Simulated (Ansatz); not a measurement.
`[F][Ti]([F])([Br])[Br]` + H₂O → `[OH][Ti]([F])([F])[Br]` + HBr at 600 K and 1 bar (formal hydrolysis of a Ti–Br bond).

Gas-phase electronic energies from Ansatz, PBE0-D4/def2-TZVP geometries. CCSD(T)/CBS is the MP2 limit (def2-TZVPP, def2-QZVPP) plus CCSD(T) − MP2 in def2-TZVPP, frozen cores. This one scheme is used for every species. For Br, Ti outer-core shells are correlated without core-valence functions, which leaves a few kJ/mol of doubt a bond. Scalar relativity is left out up to krypton. Each species was taken in one conformer, which may not be the lowest.

```csv
species,CCSD(T)/CBS energy (Eh),H − E (kJ/mol),S (J/(mol·K))
`[F][Ti]([F])([Br])[Br]`,-6195.40780,68.6,436.3
H₂O,-76.37941,76.8,212.8
`[OH][Ti]([F])([F])[Br]`,-3697.85928,103.6,443.1
HBr,-2573.91920,33.5,219.1
```

H − E and S are ideal-gas, rigid-rotor, harmonic terms from PBE0-D4/def2-TZVP, for one conformer and one mirror image of each species. 1 Eh = 2625.50 kJ/mol, R = 8.31446 J/(mol·K).

Question: By hand: ΔE, ΔH, ΔS and ΔG.

Answer: ΔE = (-3697.85928) + (-2573.91920) − (-6195.40780) − (-76.37941) = 0.00873 Eh = 22.9 kJ/mol. Δ(H − E) = 103.6 + 33.5 − 68.6 − 76.8 = -8.3, so ΔH = 14.6 kJ/mol. ΔS = 443.1 + 219.1 − 436.3 − 212.8 = 13.1 J/(mol·K). ΔG = 14.6 − 600 × (13.1)/1000 = 6.7 kJ/mol.

Question: By hand: the equilibrium constant, and the temperature at which ΔG would vanish if ΔH and ΔS stayed fixed.

Answer: log₁₀ K = −ΔG/(RT ln 10) = -0.6. ΔG = 0 at ΔH/ΔS = 1115 K, though so small a ΔS makes that figure unsure.

TΔS isn't small against ΔH here. A doubt of 5 kJ/mol in ΔE shifts log₁₀ K by 0.4 here. Other conformers and mirror images would add mixing entropy, several J/(mol·K) or more a flexible species. These are equilibria of isolated gas molecules and say nothing of rates. Largest T1 diagnostic: 0.022 (customary marks: 0.02 for closed shells, 0.045 for open ones).
